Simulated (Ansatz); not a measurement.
Mulliken charges of C3H5NSe, SMILES `C[Se]CC#N` from B3LYP/def2-TZVPP in Ansatz (PBE0-D4/def2-TZVP geometry).

```csv
atom,x (Å),y (Å),z (Å),charge (e)
C1,-1.435,-0.701,0.162,-0.382
Se2,0.346,-1.365,0.547,0.059
C3,1.287,0.342,0.345,-0.147
C4,1.048,0.934,-0.951,-0.228
N5,0.814,1.398,-1.977,0.005
H6,-1.751,0.015,0.918,0.127
H7,-1.458,-0.255,-0.831,0.150
H8,-2.093,-1.569,0.186,0.130
H9,2.347,0.120,0.471,0.143
H10,0.978,1.031,1.133,0.143
```

By hand: the dipole of these point charges (1 e Å = 4.8032 D).

Σ q r = (-0.093, -0.145, 0.372) e Å, of length 0.410 e Å = 1.97 D.

How does the dipole of the full density compare? (An estimate is asked.)

The calculation gave: (-0.080, -0.159, 0.639) e Å, 3.19 D; the point charges give 0.62 times that, at 9° from its direction.

Point charges leave out the atoms' own dipoles, such as those of lone pairs, and Mulliken's split depends on the basis, so the two needn't agree.

B3LYP here is the variant with VWN-RPA as its local correlation; programs differ in this.
